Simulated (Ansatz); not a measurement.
Basis-set extrapolation for `BOC(B)O` (PBE0-D4/def2-TZVP geometry, frozen core, the Gaussian-basis code of Ansatz). Multiplicity 1, RHF reference.

|  | def2-TZVPP | def2-QZVPP |
| --- | --- | --- |
| HF | -240.537512 | -240.549066 |
| MP2 correlation | -0.853168 | -0.915313 |
| CCSD(T) correlation | -0.922425 | not run |

Energies in hartree. Use E(X) = E(∞) + A·exp(−7.88·√X) for Hartree–Fock and E(X) = E(∞) + B·X^(−2.97) for correlation, with X = 3 and 4, and add CCSD(T) minus MP2 of the smaller set to the MP2 limit.

Question: What is the CCSD(T) energy at the basis-set limit?

Answer: HF limit: -240.549066 + (-0.011554) × 0.13774 = -240.55066. MP2 limit: -0.915313 + (-0.062145) × 0.74074 = -0.96135. Higher-order term: -0.922425 − (-0.853168) = -0.06926. Total: -241.58127 hartree, 318.6 kJ/mol below CCSD(T)/def2-TZVPP.
